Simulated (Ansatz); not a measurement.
The cluster Cd₅⁻, relaxed as a doublet with UKS PBE/def2-SVPD in Ansatz, starting from the GFN1-xTB geometry. Force threshold 0.02 eV/Å.

In the def2 sets Cd takes a core potential; there is no spin–orbit coupling. The highest occupied level of the charge -1 doublet lies above zero (up to 0.78 eV). The electron is either unbound and held by the finite basis, or the level is raised by self-interaction error. Another isomer (doublet) lies 0.19 eV lower at PBE0/def2-TZVPD; other spin states weren't run for this one.

Start:

```xyz
5

Cd    0.301    2.234    1.239
Cd   -1.184   -2.277    0.075
Cd    0.674   -1.319   -2.103
Cd    1.620    1.447   -1.358
Cd   -1.411   -0.085    2.148
```

| step | energy (eV) | largest force component (eV/Å) | SCF passes |
| --- | --- | --- | --- |
| 1 | -22824.3353 | 0.034 | 61 |
| 2 | -22824.3361 | 0.025 | 29 |
| 3 | -22824.3372 | 0.005 | 32 |
| 4 (rejected) | -22824.3360 | 0.050 | 30 |
| 5 | -22824.3372 | 0.005 | 32 |

Force components are those of the run's own axes.

End:

```xyz
5

Cd    0.307    2.255    1.259
Cd   -1.198   -2.298    0.077
Cd    0.685   -1.340   -2.125
Cd    1.633    1.468   -1.378
Cd   -1.427   -0.085    2.166
```

By distances, no bond broke or formed. The bond that changes most is Cd3–Cd4, from 3.02 to 3.06 Å (atoms count from 1).

The force fell under the threshold at step 3, but the optimiser went on. No frequencies were taken in this run, so the end may be a saddle point.

It took 38 s on 4 threads of Intel Xeon on a shared host.
